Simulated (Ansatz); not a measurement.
Consider the formal exchange of groups at the Si–B bond: `[SiH3][BH][AlH][SiH3]` + `[CH3][SbH2]` → `[CH3][SbH][SiH3]` + `[BH2][AlH][SiH3]`.

Gas-phase electronic energies from Ansatz, PBE0-D4/def2-TZVP geometries. CBS: MP2 limit from def2 TZ/QZ plus the TZ coupled-cluster correction, frozen cores. DFT in def2-TZVPP. B3LYP here is the variant with VWN-RPA as its local correlation; programs differ in this. def2 core potentials past Kr. For Sb outer-core shells are correlated without core-valence functions, which leaves a few kJ/mol of doubt a bond. Each species was taken in one conformer, which may not be the lowest.

```csv
level,ΔE (kJ/mol)
PBE-D4,-31.8
ωB97M-V,-36.7
B2PLYP,-37.3
PBE,-30.5
B3LYP,-34.1
HF/def2-TZVPP,-38.6
CCSD/def2-TZVPP,-34.1
CCSD(T)/def2-TZVPP,-34.1
```

Question: What does CCSD(T)/CBS give? (An estimate is asked.)

Answer: The calculation gave: -39.8 kJ/mol. The listed levels differ from it by 8.0, 3.1, 2.5, 9.3, 5.7, 1.2, 5.7, 5.7 kJ/mol.

Largest T1 diagnostic among the species: 0.014.

From PBE to PBE0 (25 % exact exchange), in def2-TZVPP and without D4, ΔE moves by −3.3 kJ/mol.
